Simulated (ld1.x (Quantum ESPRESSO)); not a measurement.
V: excitation energies, all-electron against PAW

- Element: V
- Generator: ld1.x (Quantum ESPRESSO) 7.5
- Type: PAW
- Functional: PBE
- Relativity: scalar-relativistic
- Frozen core: [Ar]
- Valence charge: 5
- Reference configuration: 3d3 4s2 4p0
- Partial waves: 4s (bound): rcut 2.50, rcutus 2.80 bohr; 4s channel at 0.05 Ry: rcut 2.50, rcutus 2.80 bohr; 4p (bound, empty): rcut 1.90, rcutus 2.55 bohr; 4p channel at 0.4 Ry: rcut 1.90, rcutus 2.55 bohr; 3d (bound): rcut 1.90, rcutus 2.60 bohr; 3d channel at 1 Ry: rcut 1.90, rcutus 2.60 bohr
- Local potential: all-electron potential smoothed inside 2.10 bohr (lloc = -2)
- Core correction: Bessel-smoothed model core inside 1.20 bohr
- Augmentation charge: PSQ, radius 1.40 bohr

Energies are relative to the spin-unpolarised reference configuration 3d3 4s2 4p0; without spin polarisation the order of configurations can differ from experiment.

| valence configuration | charge | ΔE all-electron (eV) | error AE − PS (meV) |
| --- | --- | --- | --- |
| 3d3 4s1 4p0 | +1 | 7.735 | -3.6 |
| 3d2 4s0 4p0 | +3 | 50.928 | -558 |
| 3d4 4s0 4p0 | +1 | 7.197 | -166 |
| 3d2 4s2 4p1 | 0 | 5.778 | -241 |
| 3d4 4s1 4p0 | 0 | 0.586 | -92 |

**Question.** What are ΔE and the potential's error for 3d3 4s0 4p0?

**Answer.** ΔE = 22.031 eV all-electron; the error (AE − PS) is -17 meV.

**Question.** What are ΔE and the potential's error for 3d1 4s0 4p0?

**Answer.** ΔE = 96.802 eV all-electron; the error (AE − PS) is -2879 meV.

Levels in the configuration 3d2 4s2 4p1:

```tsv
level	all-electron (eV)	pseudo (eV)
3d	-10.620	-11.186
4s	-6.560	-6.583
4p	-2.595	-2.596
```
